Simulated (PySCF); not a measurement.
Species: B2Cl3GeH3.
Numbering: `[BH2:1][Ge@H:2]([Cl:3])[B:4]([Cl:5])[Cl:6]` (hydrogens: H7, H8 on B1; H9 on Ge2)

Computed with PBE0-D3(BJ)/def2-SVP geometry optimisation, gas phase in PySCF.

List the bond lengths, angles and torsions at this level.

```
        bond  length (Å)
      B1–Ge2       2.051
     Ge2–Cl3       2.181
      Ge2–B4       2.072
      B4–Cl5       1.748
      B4–Cl6       1.737
B1–H7, B1–H8       1.206
      Ge2–H9       1.545
```

Bonds in one row agree within 0.01 Å and their mean is given. A selection of angles:
```
     angle  degrees
 Ge2–B1–H7    121.5
 Ge2–B1–H8    118.5
  H7–B1–H8    120.0
B1–Ge2–Cl3    111.2
 B1–Ge2–B4    112.8
 B1–Ge2–H9    110.5
Cl3–Ge2–B4    107.5
Cl3–Ge2–H9    106.1
 B4–Ge2–H9    108.4
Ge2–B4–Cl5    117.8
Ge2–B4–Cl6    122.5
Cl5–B4–Cl6    119.7
```

Dihedral angles: B1–Ge2–B4–Cl5 -61° (synclinal).

B4 (three-coordinate boron) is planar (angles 122.5°, 119.7° and 117.8°, sum 360.0°, 0.01 Å off the plane of its three neighbours). B1 (three-coordinate boron) is planar (angles 121.5°, 120.0° and 118.5°, sum 360.0°, 0.01 Å off the plane of its three neighbours). The B–Ge distances run from 2.051 Å (B1–Ge2, drawn single) to 2.072 Å (Ge2–B4, drawn single), a spread of 0.021 Å. Ge2 (germanium bonded to 2 B, Cl and H) is tetrahedral (angles from 106.1° to 112.8°).

Point group: C1 (no symmetry element, even within 0.4 Å). No frequency check. One conformer, not necessarily the lowest (H–B1–Ge2–Cl3 0° and 179°, B1–Ge2–B4–Cl5 -61°).
